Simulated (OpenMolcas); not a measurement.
# Si⁺: the spin-orbit constant, thermal populations, worked from levels

```yaml
Program: OpenMolcas
Basis: ANO-R3 [6s5p4d2f1g]
Scalar_Hamiltonian: X2C, finite nucleus
Active_space: 1 electron in 9 orbitals (RAS2 3p; RAS3 3d 4s, at most 1 electron)
State_averaging: 2S+1 = 2 odd, 3 roots; 2S+1 = 2 even, 6 roots
Spin-orbit_coupling: RASSI with atomic mean-field integrals over the reference wave functions, term energies averaged over their components
```

Methods: RASSCF; SS-RASPT2, IPEA 0.25 Eh, imaginary shift 0.1 Eh (closed shells correlated: 2s 2p 3s). Measured levels: NIST Handbook of Basic Atomic Spectroscopic Data.

**The spin-orbit constant.** For the Hund term 2P* of p1, E(J) = (A/2) J(J+1) + constant and ζ = 2S·A = A. From J = 1/2 to J = 3/2 the energy changes by 1.5 A.

| Source | E(3/2) - E(1/2) | A | ζ |
| --- | --- | --- | --- |
| RASSCF | 253.4 | 168.9 | 169 |
| SS-RASPT2 | 253.4 | 168.9 | 169 |
| measured | 287.2 | 191.5 | 191 |

All in cm-1. SS-RASPT2 is off by -11.8 % and RASSCF by -11.8 %. Both methods take the spin-orbit matrix elements from the reference wave functions, so the second can move ζ only through the term energies and any multistate remixing.

**Thermal populations.** Z = Σ (2J + 1) exp(-E/kT) with k = 0.695035 cm-1/K, over the levels below. No other level of either list lies under 42800 cm-1, which is above 7 kT at each temperature.

```csv
Level,2J + 1,SS-RASPT2,measured
3s2 3p 2P* 1/2,2,0.0,0.0
3s2 3p 2P* 3/2,4,253,287
```

```json
{"T (K)": "3000", "Z, SS-RASPT2": "5.543", "Z, measured levels": "5.486", "Ground level (%), SS-RASPT2": "36.1", "Ground level (%), measured levels": "36.5"}
{"T (K)": "5000", "Z, SS-RASPT2": "5.719", "Z, measured levels": "5.683", "Ground level (%), SS-RASPT2": "35.0", "Ground level (%), measured levels": "35.2"}
{"T (K)": "8000", "Z, SS-RASPT2": "5.822", "Z, measured levels": "5.799", "Ground level (%), SS-RASPT2": "34.4", "Ground level (%), measured levels": "34.5"}
```

At 8000 K, kT = 5560 cm-1, and the computed levels give Z = 2.000 + 3.822 = 5.822.

With one active electron the reference holds no correlation, so core polarisation is missing (holds for RASSCF). With one active electron, CASPT2 adds the correlation within the correlated inactive shells and between them and that electron, and leaves the splitting within a term as the reference gives it (holds for SS-RASPT2). Computed and measured levels are paired by configuration, term and J; levels that our copy of the source lacks, or whose pairing is in doubt (as where it misses far off the trend of its configuration), stay unpaired and out of the deviations. Levels of configurations outside the active space are missing.

* marks odd parity.
